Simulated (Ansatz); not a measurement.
Molecule: hexafluoro-λ6-sulfane, SF₆, net charge 0, singlet state. 
Structure (B3LYP-D3(BJ)/def2-TZVP (Ansatz, a quantum-chemistry and plane-wave program) minimum search):
SMILES: S(F)(F)(F)(F)(F)F
```xyz
7

F      0.6290    -0.4582    -1.3732
S      0.0000     0.0000     0.0000
F      1.2744    -0.5348     0.7623
F     -0.6866    -1.4125     0.1568
F     -1.2744     0.5348    -0.7623
F      0.6866     1.4125    -0.1568
F     -0.6290     0.4582     1.3732
```
Charge 0, spin multiplicity 1.

Basis-set convergence of Hartree-Fock and MP2 correlation energies (hartree) with Ansatz. Correlated levels leave the core frozen unless marked. Spin-orbit coupling is left out. Non-relativistic.

```csv
basis,functions,E(HF),"E(corr, MP2)"
cc-pV(D+d)Z,107,-994.04378,-1.29812
cc-pV(T+d)Z,219,…,…
```

**Question.** What belongs in the gaps?

**Answer.** 
- cc-pV(T+d)Z, E(HF): -994.31464
- cc-pV(T+d)Z, E(corr, MP2): -1.73682
